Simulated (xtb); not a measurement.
Cl3In (SMILES [Cl][In]([Cl])[Cl]), singlet, at a GFN2-xTB geometry (such geometries of metal compounds can be far from the true shape), atoms displaced at random by about 0.1 Å a coordinate; GFN2-xTB run with xtb.

Input for xtb:
```
$ xtb mol.xyz --gfn 2 --opt lax --json

# file mol.xyz
4

In     0.08748754     0.02130056     0.00620827
Cl     2.37376791    -0.14958660    -0.44266849
Cl    -1.02343114    -0.89521651     1.83394306
Cl    -1.45188626     1.08304906    -1.50711186
```

It wrote (shortened):

```
   ID    Z sym.   atoms
    1   49 In     1
    2   17 Cl     2-4

           -------------------------------------------------
          |                Calculation Setup                |
           -------------------------------------------------

           -------------------------------------------------
          |                 G F N 2 - x T B                 |
           -------------------------------------------------

          ...................................................
          :                      SETUP                      :
          :.................................................:
          :  # basis functions                  40          :
          :  # atomic orbitals                  36          :
          :  # shells                           12          :
          :  # electrons                        24          :
          :  max. iterations                   250          :
          :  Hamiltonian                  GFN2-xTB          :
          :  restarted?                      false          :
          :  GBSA solvation                  false          :
          :  PC potential                    false          :
          :  electronic temp.          300.0000000     K    :
          :  accuracy                    1.0000000          :
          :  -> integral cutoff          0.2500000E+02      :
          :  -> integral neglect         0.1000000E-07      :
          :  -> SCF convergence          0.1000000E-05 Eh   :
          :  -> wf. convergence          0.1000000E-03 e    :
          :  Broyden damping             0.4000000          :
          :  net charge                          0          :
          :  unpaired electrons                  0          :
          ...................................................

 iter      E             dE          RMSdq      gap      omega  full diag
   1    -15.0181412 -0.150181E+02  0.251E+01    2.52       0.0  T
   2    -15.0219492 -0.380806E-02  0.144E+01    2.65       1.0  T
   3    -15.0205425  0.140676E-02  0.232E+00    2.50       1.0  T
   4    -15.0226807 -0.213823E-02  0.409E-01    2.59       1.0  T
   5    -15.0227040 -0.232861E-04  0.172E-01    2.60       1.0  T
   6    -15.0227104 -0.642185E-05  0.813E-02    2.61       1.0  T
   7    -15.0227132 -0.278655E-05  0.543E-02    2.61       1.0  T
   8    -15.0227151 -0.187966E-05  0.309E-02    2.61       1.6  T
   9    -15.0227154 -0.329102E-06  0.958E-03    2.61       5.2  T
  10    -15.0227154 -0.127659E-07  0.467E-03    2.61      10.7  T
  11    -15.0227155 -0.181127E-07  0.304E-03    2.61      16.5  T
  12    -15.0227155 -0.144588E-07  0.210E-03    2.61      23.9  T
  13    -15.0227155 -0.164521E-09  0.739E-04    2.61      67.7  T
  14    -15.0227155 -0.974438E-10  0.194E-04    2.61     257.8  T

   *** convergence criteria satisfied after 14 iterations ***

         :::::::::::::::::::::::::::::::::::::::::::::::::::::
         ::                     SUMMARY                     ::
         :::::::::::::::::::::::::::::::::::::::::::::::::::::
         :: total energy             -15.017664808249 Eh    ::
         :: gradient norm              0.021674058245 Eh/a0 ::
         :: HOMO-LUMO gap              2.612943719178 eV    ::
         ::.................................................::
         :: SCC energy               -15.022712467301 Eh    ::
         :: -> isotropic ES            0.013988109196 Eh    ::
         :: -> anisotropic ES          0.002013217201 Eh    ::
         :: -> anisotropic XC         -0.000352025989 Eh    ::
         :: -> dispersion             -0.003605727868 Eh    ::
         :: repulsion energy           0.005047659052 Eh    ::
         :: add. restraining           0.000000000000 Eh    ::
         :: total charge              -0.000000000000 e     ::
         :::::::::::::::::::::::::::::::::::::::::::::::::::::

      -----------------------------------------------------------
     |                   =====================                   |
     |                        A N C O P T                        |
     |                   =====================                   |
     |               Approximate Normal Coordinate               |
     |                Rational Function Optimizer                |
      -----------------------------------------------------------
      -----------------------------------------------------------
     |                   =====================                   |
     |                        A N C O P T                        |
     |                   =====================                   |
     |               Approximate Normal Coordinate               |
     |                Rational Function Optimizer                |
      -----------------------------------------------------------

          ...................................................
          :                      SETUP                      :
          :.................................................:
          :   optimization level               lax          :
          :   max. optcycles                   200          :
          :   ANC micro-cycles                  20          :
          :   degrees of freedom                 6          :
          :.................................................:
          :   RF solver                   davidson          :
          :   write xtbopt.log                true          :
          :   linear?                        false          :
          :   energy convergence         0.2000000E-04 Eh   :
          :   grad. convergence          0.2500000E-02 Eh/α :
          :   maxmium RF displ.          1.0000000          :
          :   Hlow (freq-cutoff)         0.1000000E-01      :
          :   Hmax (freq-cutoff)         5.0000000          :
          :   S6 in model hess.         20.0000000          :
          ...................................................

generating ANC from exact Hessian ...
Using Lindh-Hessian (1995)
[...]
 * total energy  :   -15.0176648 Eh     change       -0.3998224E-10 Eh
 * total energy  :   -15.0192310 Eh     change       -0.1566238E-02 Eh
 * total energy  :   -15.0203978 Eh     change       -0.1166778E-02 Eh
 * total energy  :   -15.0205108 Eh     change       -0.1130138E-03 Eh
 * total energy  :   -15.0205404 Eh     change       -0.2956643E-04 Eh
 * total energy  :   -15.0205404 Eh     change       -0.1068533E-07 Eh
   *** GEOMETRY OPTIMIZATION CONVERGED AFTER 6 ITERATIONS ***
[...]
          :  Broyden damping             0.4000000          :
          :  net charge                          0          :
          :  unpaired electrons                  0          :
          ...................................................

 iter      E             dE          RMSdq      gap      omega  full diag
   1    -15.0283549 -0.150284E+02  0.117E-04    3.10       0.0  T
   2    -15.0283549 -0.454570E-11  0.919E-05    3.10     544.3  T
   3    -15.0283549 -0.988898E-11  0.530E-05    3.10     944.3  T

   *** convergence criteria satisfied after 3 iterations ***

         :::::::::::::::::::::::::::::::::::::::::::::::::::::
         ::                     SUMMARY                     ::
         :::::::::::::::::::::::::::::::::::::::::::::::::::::
         :: total energy             -15.020540415625 Eh    ::
         :: gradient norm              0.000343938709 Eh/a0 ::
         :: HOMO-LUMO gap              3.097318446756 eV    ::
         ::.................................................::
         :: SCC energy               -15.028352253285 Eh    ::
         :: -> isotropic ES            0.014752072145 Eh    ::
         :: -> anisotropic ES          0.001786686607 Eh    ::
         :: -> anisotropic XC          0.000018018429 Eh    ::
         :: -> dispersion             -0.003690396740 Eh    ::
         :: repulsion energy           0.007811837660 Eh    ::
         :: add. restraining           0.000000000000 Eh    ::
         :: total charge               0.000000000000 e     ::
         :::::::::::::::::::::::::::::::::::::::::::::::::::::

           -------------------------------------------------
          |                Property Printout                |
           -------------------------------------------------

    * Orbital Energies and Occupations

         #    Occupation            Energy/Eh            Energy/eV
      -------------------------------------------------------------
         1        2.0000           -1.0719835             -29.1702
         2        2.0000           -1.0719643             -29.1696
         3        2.0000           -1.0702307             -29.1225
         4        2.0000           -0.5959283             -16.2160
         5        2.0000           -0.4769366             -12.9781
         6        2.0000           -0.4769264             -12.9778
         7        2.0000           -0.4620273             -12.5724
         8        2.0000           -0.4597222             -12.5097
         9        2.0000           -0.4597188             -12.5096
        10        2.0000           -0.4549827             -12.3807
        11        2.0000           -0.4549645             -12.3802
        12        2.0000           -0.4499303             -12.2432 (HOMO)
        13                         -0.3361059              -9.1459 (LUMO)
        14                         -0.1679180              -4.5693
        15                         -0.0293747              -0.7993
        16                         -0.0292886              -0.7970
        17                         -0.0120089              -0.3268
        18                         -0.0119734              -0.3258
        19                         -0.0011638              -0.0317
        20                         -0.0011607              -0.0316
        21                         -0.0006575              -0.0179
        22                          0.0002862               0.0078
        23                          0.0002864               0.0078
       ...                                ...                  ...
        36                          0.8687933              23.6411
      -------------------------------------------------------------
                  HL-Gap            0.1138244 Eh            3.0973 eV
             Fermi-level           -0.3930181 Eh          -10.6946 eV

     #   Z          covCN         q      C6AA      α(0)
     1  49 In       2.362     0.211   291.994    33.683
     2  17 Cl       0.787    -0.070   101.212    15.390
     3  17 Cl       0.787    -0.070   101.213    15.390
     4  17 Cl       0.787    -0.070   101.213    15.390

 Mol. C6AA /au·bohr⁶  :       2212.176362
 Mol. C8AA /au·bohr⁸  :     160462.187798
 Mol. α(0) /au        :         79.852093

Wiberg/Mayer (AO) data.
largest (>0.10) Wiberg bond orders for each atom

 ---------------------------------------------------------------------------
     #   Z sym  total        # sym  WBO       # sym  WBO       # sym  WBO
 ---------------------------------------------------------------------------
     1  49 In   3.237 --     2 Cl   1.079     3 Cl   1.079     4 Cl   1.079
     2  17 Cl   1.464 --     1 In   1.079     4 Cl   0.192     3 Cl   0.192
     3  17 Cl   1.464 --     1 In   1.079     4 Cl   0.192     2 Cl   0.192
     4  17 Cl   1.464 --     1 In   1.079     3 Cl   0.192     2 Cl   0.192
 ---------------------------------------------------------------------------

Topologies differ in total number of bonds
Writing topology from bond orders to xtbtopo.mol

molecular dipole:
                 x           y           z       tot (Debye)
 q only:       -0.000      -0.002      -0.001
   full:       -0.001      -0.004      -0.002       0.011
molecular quadrupole (traceless):
                xx          xy          yy          xz          yz          zz
 q only:       -0.934       0.362       1.208       0.207       1.264      -0.274
  q+dip:       -0.467       0.180       0.600       0.104       0.626      -0.134
   full:       -2.250       0.871       2.907       0.498       3.037      -0.657

optimized geometry written to: xtbopt.xyz

           -------------------------------------------------
          | TOTAL ENERGY              -15.020540415625 Eh   |
          | GRADIENT NORM               0.000343938709 Eh/α |
          | HOMO-LUMO GAP               3.097318446756 eV   |
           -------------------------------------------------

normal termination of xtb
```
